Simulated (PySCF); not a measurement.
# Co⁺: excitation energy

Co⁺ [Ar] 3d8 (3F) → Co⁺ [Ar] 3d7 4s1, s spin flipped, as a difference of total energies. Computed with PySCF 2.14 in x2c-TZVPPall with one added diffuse shell each of s, p, d, f type (7s6p5d3f1g, 80 functions), with the spin-free X2C one-electron Hamiltonian (Gaussian nucleus). Correlated levels: valence: [Ar] frozen. The calculations carry no spin-orbit coupling.

```json
{"method": "UHF", "excitation energy (cm⁻¹)": "-7152.4"}
{"method": "MP2 (valence)", "excitation energy (cm⁻¹)": "8986.2"}
{"method": "SCS-MP2 (valence)", "excitation energy (cm⁻¹)": "8128.1"}
```

How much does correlation contribute at MP2 (valence)?

8986.2 − (-7152.4) = 16138.6 cm⁻¹, measured against UHF.

The upper determinant mixes two multiplicities, so it lies between the two terms.
